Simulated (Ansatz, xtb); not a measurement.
**Relative energy of two structures of FH3N2Si+**

We compare I, a doublet given by its coordinates, with II, the doublet with the links of `[NH][Si](=[NH2+])F`. Both are isolated ions in the gas phase, relaxed with B3LYP-D3(BJ)/def2-SVP; the shapes shown needn't be the lowest conformers.

I (Å):

```xyz
7

F     2.0300    0.6594    0.6078
N     0.4317   -0.5727    2.0864
N     0.0747   -1.1299    0.9539
Si    1.8061    0.7583    2.2220
H    -0.0951   -0.9165    2.8969
H    -0.6619   -1.8369    0.9139
H     0.5664   -0.8264    0.1075
```

Close contacts (Å): F1–Si4 1.63, N2–N3 1.31, N2–Si4 1.92, N2–H5 1.03, N3–H6 1.02, N3–H7 1.02.

II (Å):

```yaml
atoms:
  - { symbol: F, position_ang: [2.2842, 0.2252, -1.0148] }
  - { symbol: N, position_ang: [0.3249, -0.8548, 0.5644] }
  - { symbol: N, position_ang: [-0.5198, 0.2963, -1.8721] }
  - { symbol: Si, position_ang: [0.7485, -0.0800, -0.8248] }
  - { symbol: H, position_ang: [0.9850, -1.1464, 1.2886] }
  - { symbol: H, position_ang: [-0.3842, 0.7676, -2.7790] }
  - { symbol: H, position_ang: [-0.6487, -1.0886, 0.7736] }
```

Energies in hartree; the thermal terms are from B3LYP-D3(BJ)/def2-SVP harmonic frequencies (ideal gas, rigid rotor, one conformer each, 600 K, 1 atm) and include the zero-point energy:

```
                              I           II
E, CCSD(T)/def2-SVP  −499.145413  −499.146112
    E, MP2/def2-SVP  −499.096232  −499.102155
  E, MP2/def2-TZVPP  −499.617424  −499.640694
  zero-point energy     0.045672     0.042280
       H(600 K) − E     0.062645     0.060461
       G(600 K) − E    −0.022186    −0.028591
```

Q: Correct the CCSD(T) difference for the basis set by the MP2 change, then work out ΔE, ΔE₀, ΔH and ΔG for I → II in kJ/mol (1 Eh = 2625.50 kJ/mol) and the equilibrium ratio [II]/[I].

A: 1. Differences II − I: CCSD(T) −0.000699, MP2 in the small set −0.005923, MP2 in the large set −0.023270 Eh.
2. ΔE = −0.000699 + (−0.023270 − (−0.005923)) = −0.018046 Eh = −47.38 kJ/mol.
3. ΔE₀ = ΔE + ΔZPE = −0.018046 + (−0.003392) Eh = −56.29 kJ/mol.
4. ΔH = ΔE + (−0.002184) Eh = −53.11 kJ/mol.
5. ΔG = ΔE + (−0.006405) Eh = −64.20 kJ/mol, so ΔS = (ΔH − ΔG)/T = +18.5 J/(mol K).
6. kT = 1.9001 mEh, so K = [II]/[I] = exp(−ΔG/kT) = exp(+12.87) ≈ 3.9 × 10^5.

The sums favour II, but ΔE leans on the basis-set step (CCSD(T) alone has the other sign or is under 1 kcal/mol), so the order isn't settled. An error of 4 kJ/mol in ΔG would change K by a factor of 2.2. The basis-set step is large, which makes the value less sure. CCSD(T)/def2-SVP found them nearly level. HF/STO-3G, B3LYP-D3(BJ)/def2-SVP gave ΔE the other sign. Mirror images and further conformers aren't counted.

Other levels gave ΔE = −39.9 (GFN2-xTB); +47.6 (HF/STO-3G, GFN2-xTB geometries); −33.9 (r2SCAN-D4/def2-SVP, GFN2-xTB geometries); +5.2 (B3LYP-D3(BJ)/def2-SVP); −55.3 (HF/def2-SVP); −15.6 (MP2/def2-SVP); −1.8 (CCSD(T)/def2-SVP) kJ/mol. Open shells are spin-unrestricted. The correlated steps freeze 8 core orbitals. Programs: Ansatz 0.2.0, xtb 6.7.1.
